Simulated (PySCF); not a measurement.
Work out the structure from these simulated measurements.

Formula: C4H6F4O2.

| Property | Result |
| --- | --- |
| Rotational structure | rotational constants A, B, C: 2.155, 0.849, 0.729 GHz [GFN2-xTB] |
| 13C NMR | chemical shifts (computed TMS as zero) by class: 129.2 (1 C), 103.9 (1 C), 96.9 (1 C), 58.0 (1 C) ppm [GIAO PBE0/pcSseg-1] |
| NMR, other nuclei | isotropic shieldings of nuclei other than C and H, by class: 220 (1 O), 289 (1 O), 270 (3 F), 352 (1 F) ppm [GIAO PBE0/pcSseg-1] |
| Dipole | 3.14 D [PBE0/pcSseg-1] |
| 1H NMR | chemical shifts (computed TMS as zero) by class: 5.94 (1 H), 5.45 (1 H), 4.83 (1 H), 3.66 (3 H) ppm [GIAO PBE0/pcSseg-1] |

The electronic properties come from PySCF, for the isolated species, density fitting. Levels stand in brackets. Geometry: GFN2-xTB, one conformer, isolated molecule. NMR values are class means; diastereotopic atoms form classes of their own.

Question: Give a SMILES that accounts for the data.

Answer: Numbering: `[CH3:1][O:2][CH2:3][O:4][C@H:5]([F:6])[C:7]([F:8])([F:9])[F:10]`. Its formula, C4H6F4O2, gives 0 degrees of unsaturation, so no ring and no π bond. 4 carbons fall into 4 classes; from least to most shielded: CF3 carbon [C7] (129.2 ppm), sp3 C–F carbon [C5] (103.9 ppm), sp3 carbon bearing two oxygens [C3] (96.9 ppm), methoxy carbon [C1] (58.0 ppm). Hydrogen classes from least to most shielded: 1 H on an sp3 C–F carbon, C5 (5.94 ppm), 1 H on an sp3 carbon bearing two oxygens, C3 (5.45 ppm), 1 H on an sp3 carbon bearing two oxygens, C3 (4.83 ppm), 3 H on a methoxy carbon, C1 (3.66 ppm, a mean of values up to 0.7 ppm apart in this geometry). The other shieldings belong to: 220 ppm, ether oxygen [O4]; 289 ppm, ether oxygen [O2]; 270 ppm, fluorine of a CF3 group [F8/F9/F10]; 352 ppm, alkyl fluorine [F6]. The optimised geometry has point group C1 and is an asymmetric top. Structure: `COCO[C@H](F)C(F)(F)F`. Computed isomers that give other values at the same levels: `COC(F)(OC)C(F)(F)F` (13C chemical shifts (computed TMS as zero) by class: 128.1 (1 C), 121.2 (1 C), 53.4 (2 C) ppm). The assignments are read from this structure; whether some other isomer fits the data as well wasn't checked. The mirror image fits equally.

The values belong to the conformer `[CH3:1][O:2][CH2:3][O:4][C@H:5]([F:6])[C:7]([F:8])([F:9])[F:10]`: C1–O2–C3–O4 -70°, O2–C3–O4–C5 -63°, C3–O4–C5–F6 -82°, O4–C5–C7–F8 -64°.
